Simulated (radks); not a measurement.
Numerical settings for neutral lanthanum, [Xe] 5d1 6s2. Calculated with a radial shooting solver on a logarithmic mesh with Libxc functionals: scalar-relativistic Kohn-Sham, BLYP, spin-polarised, spherical densities, point nucleus; open shells are filled with parallel spins first (spin-orbit coupling, left out, can overturn this in heavy ions). The defaults (mesh step 0.008 in ln r, mesh end at 40 bohr or more with all orbitals vanishing there, Anderson mixing 0.5 over 9 steps, residual threshold near 1e-9 with the energy settled to 1e-9 hartree or 1e-11 of itself, here a cap of 52 iterations) give E = -8494.0213 hartree and 5d at -3.066 eV in 14 iterations. Run on one thread of a shared host, so times are rough (Arm Neoverse V2): 0.25 s of CPU time, 0.25 s wall, 14 iterations on 2728 mesh points. Changes against that run (0 stands for a change within the tolerance of the run):

setting	iterations	converged	E (mhartree)	e(5d) (meV)	CPU (s)
mesh step in ln r 0.12	2	no	diverged	-	0.05
mesh step in ln r 0.05	14	yes	+0.139	-0.0054	0.05
mesh step in ln r 0.012	14	yes	0	0	0.17
mesh end (bohr) 20	14	yes	+0.000283	+0.0524	0.24
mesh end (bohr) 8	14	yes	+26.9	+772	0.23
residual threshold 0.1	9	yes	0	-0.0237	0.18
residual threshold 0.01	9	yes	0	-0.0237	0.18
mixing 1	12	yes	0	0	0.22
linear mixing, mixing 0.2	52	no	+0.000899	-0.0146	0.78
linear mixing, mixing 1	52	no	+19.4	-1.18e+03	1.2
mixing history 20	17	yes	0	0	0.28
iteration cap 3	3	no	+18.5	-367	0.08

Settings that end as converged yet miss the energy by more than 1 mhartree: mesh end (bohr) 8 (+0.0269 hartree). A mesh that ends early acts as a hard wall.
